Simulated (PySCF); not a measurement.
**Correlation energy of O²⁺ (oxygen, charge +2)**

[He] 2s2 2p1 3s1, high-spin 3P determinant (an excited configuration). Computed with PySCF 2.14 in x2c-TZVPPall with one added diffuse shell each of s, p, d type (6s4p3d1f, 40 functions), with the spin-free X2C one-electron Hamiltonian (Gaussian nucleus). Frozen: 1s2; 4 electrons correlated.

| level | correlation energy (mhartree) |
| --- | --- |
| CCSD | -101.94 |
| (T) | -2.06 |
| CCSD(T) | -104.00 |

Diagnostics: T1 = 0.0082, D1 = 0.0199, largest double amplitude 0.128.

The outer electron is Rydberg-like, and this basis confines it to a smaller radius and binds it less than a complete one would.

Cost of the coupled-cluster step: roughly 1.3 core-seconds, for 4 correlated electrons.

Iterations:

```
CC2 = 0
CCSD nocc = (np.int64(3), np.int64(1)), nmo = (39, 39)
frozen orbitals [[0], [0]]
max_cycle = 100
direct = 0
conv_tol = 1e-08
conv_tol_normt = 1e-06
diis_space = 8
diis_start_cycle = 0
Init t2, MP2 energy = -0.0728137083873859
Init E_corr(UCCSD) = -0.0728137083875398
cycle = 1  E_corr(UCCSD) = -0.0953152933034028  dE = -0.0225015849  norm(t1,t2) = 0.143619
cycle = 2  E_corr(UCCSD) = -0.110344121925378  dE = -0.0150288286  norm(t1,t2) = 0.29452
cycle = 3  E_corr(UCCSD) = -0.0927764728420038  dE = 0.0175676491  norm(t1,t2) = 0.622408
cycle = 4  E_corr(UCCSD) = -0.102148884058072  dE = -0.00937241122  norm(t1,t2) = 0.0200486
cycle = 5  E_corr(UCCSD) = -0.101552685705572  dE = 0.000596198352  norm(t1,t2) = 0.0170954
cycle = 6  E_corr(UCCSD) = -0.101905527333337  dE = -0.000352841628  norm(t1,t2) = 0.0106889
cycle = 7  E_corr(UCCSD) = -0.101997413235761  dE = -9.18859024e-05  norm(t1,t2) = 0.000989031
cycle = 8  E_corr(UCCSD) = -0.101916564224977  dE = 8.08490108e-05  norm(t1,t2) = 0.0019249
cycle = 9  E_corr(UCCSD) = -0.101915662560279  dE = 9.01664698e-07  norm(t1,t2) = 0.00105457
cycle = 10  E_corr(UCCSD) = -0.101934206061208  dE = -1.85435009e-05  norm(t1,t2) = 0.000922453
cycle = 11  E_corr(UCCSD) = -0.10193568831117  dE = -1.48224996e-06  norm(t1,t2) = 4.68574e-05
cycle = 12  E_corr(UCCSD) = -0.101936168738098  dE = -4.80426928e-07  norm(t1,t2) = 1.20523e-05
cycle = 13  E_corr(UCCSD) = -0.101936215586219  dE = -4.68481208e-08  norm(t1,t2) = 4.21143e-06
cycle = 14  E_corr(UCCSD) = -0.101936196716018  dE = 1.88702002e-08  norm(t1,t2) = 2.09529e-06
cycle = 15  E_corr(UCCSD) = -0.101936197601984  dE = -8.85965301e-10  norm(t1,t2) = 3.76068e-06
cycle = 16  E_corr(UCCSD) = -0.101936189330133  dE = 8.27185105e-09  norm(t1,t2) = 8.73737e-07
UCCSD converged
E(UCCSD) = -72.03754897735226  E_corr = -0.1019361893301326
UCCSD(T) correction = -0.00205882460500564
```
